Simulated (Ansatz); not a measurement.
Species: C2H5Si, charge 0, doublet. C2H5Si (SMILES [CH]=C[SiH3], doublet).
B3LYP-D3(BJ)/def2-TZVP minimum from Ansatz (a quantum-chemistry and plane-wave program):
```
C
C 1 1.3030
H 2 1.0808 1 136.92
H 1 1.0912 2 120.22 3 -180.00
Si 1 1.8789 4 117.95 2 -180.00
H 5 1.4795 1 108.96 4 180.00
H 5 1.4829 6 109.64 1 120.70
H 5 1.4829 6 109.64 7 118.61
```
Charge 0, spin multiplicity 2.

Atomisation energy term by term, kcal/mol (programs: Ansatz). Open shells are spin-unrestricted; no spin-orbit coupling. Correlated methods leave the cores frozen. Rows without X2C or -DK are non-relativistic. CBS(X,Y): correlation extrapolated as X^-3, Hartree-Fock from the larger set. A bracket is a step between two methods taken in the basis named. 'core' is core correlation in cc-pwCVTZ (1s frozen past Ne), 'X2C' scalar relativity in cc-pVTZ-DK, both at CCSD(T). For partners of very few electrons the exact lower level stands in for a higher one. The UHF reference of C2H5Si ([CH]=C[SiH3], doublet) is spin-contaminated (<S^2> up to 0.17 over the pure value in the sets run).

| term | basis | kcal/mol |
|---|---|---|
| Hartree-Fock | cc-pV(Q+d)Z | 502.57 |
| CCSD correlation | CBS(cc-pV(T+d)Z,cc-pV(Q+d)Z) | 146.51 |
| (T) | CBS(cc-pV(T+d)Z,cc-pV(Q+d)Z) | 8.94 |
| CCSDT(Q) - CCSD(T) | cc-pV(D+d)Z | 0.89 |
| core correlation | cc-pwCVTZ | 1.87 |
| scalar relativity | X2C, cc-pVTZ-DK | -0.96 |
| sum: De |  | 659.8 |
